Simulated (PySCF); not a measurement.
**C2H9PSi2**

The system: C2H9PSi2, a carbene (divalent C1, bonded to 1 C + 1 P); neutral, singlet. The structure, one conformer, was relaxed in the gas phase by PBE0-D3(BJ)/def2-SVP. No frequency run checks that it is a minimum.

Singlet and triplet of such a carbene can lie close, so the singlet may not be the ground state, and shieldings that rest on so small a gap are unreliable.

SMILES: [SiH3]C[C]P[SiH3]

```
atom   x (Å)   y (Å)   z (Å)
  C1  -0.732   0.858  -0.853
  C2  -0.425  -0.481  -1.329
 Si3  -1.745  -1.610  -0.531
  P4  -0.057   1.530   0.523
 Si5   2.030   1.099   1.286
  H6   0.566  -0.936  -1.120
  H7  -0.656  -0.594  -2.405
  H8  -3.116  -1.157  -0.894
  H9  -1.527  -3.000  -1.041
 H10  -1.572  -1.596   0.951
 H11  -0.343   2.909   0.624
 H12   2.084   1.135   2.778
 H13   3.028   2.064   0.733
 H14   2.330  -0.282   0.806
```

Shieldings: GIAO PBE0/pcSseg-1. Shifts are against computed references at the same level: C TMS (σ 184.4 ppm), H TMS (σ 31.27 ppm), Si TMS (σ 352.0 ppm). Core levels by delta-SCF with SCAN, pcX-2 on the ionised atom and pcseg-1 elsewhere, spin-free X2C (2p3/2 is the spin-free 2p value less a third of a first-order spin-orbit splitting); from the vacuum level, for chosen atoms.

Q: Give the shieldings and core levels atom by atom.

A: 
| atoms | bonded to | σ (ppm) | δ (ppm) | core level (eV) |
| --- | --- | --- | --- | --- |
| C1 | 1 C + 1 P | -349.9 | 534.3 | - |
| C2 | 1 C + 1 Si + 2 H | 130.3 | 54.1 | 1s 290.45 |
| Si3 | 1 C + 3 H | 410.8 | -58.8 | 2p3/2 106.67 |
| P4 | 1 C + 1 Si + 1 H | 406.5 | - | 2p3/2 136.20 |
| Si5 | 1 P + 3 H | 466.3 | -114.3 | 2p3/2 106.81 |
| H6 | 1 C | 26.13 | 5.14 | - |
| H7 | 1 C | 25.04 | 6.22 | - |
| H8 H9 H10 | 1 Si | 27.37 | 3.90 | - |
| H11 | 1 P | 23.63 | 7.63 | - |
| H12 H13 H14 | 1 Si | 27.12 | 4.15 | - |

Values are those of this one static structure, with the three H of a rotating XH3 group averaged; atoms that internal rotation interchanges would show their mean in an NMR spectrum.

Core levels of C1 are left out, their hole states being strongly spin-contaminated.

Q: By CAM-B3LYP/def2-SVPD (TDDFT singlets, Tamm-Dancoff triplets, ionisation by delta-SCF), where does absorption start, and what does vertical ionisation take?

A: The lowest singlet lies at 2.23 eV (f 0.003), the strongest of the first 6 at 5.38 eV (f 0.190), the lowest triplet at 1.31 eV; vertical ionisation takes 7.49 eV.

The 3 runs behind this took 2.3 min in all, one thread each of Arm Neoverse V2 on a shared host, launched as `OMP_NUM_THREADS=1 python cluster_run.py task.json out`.
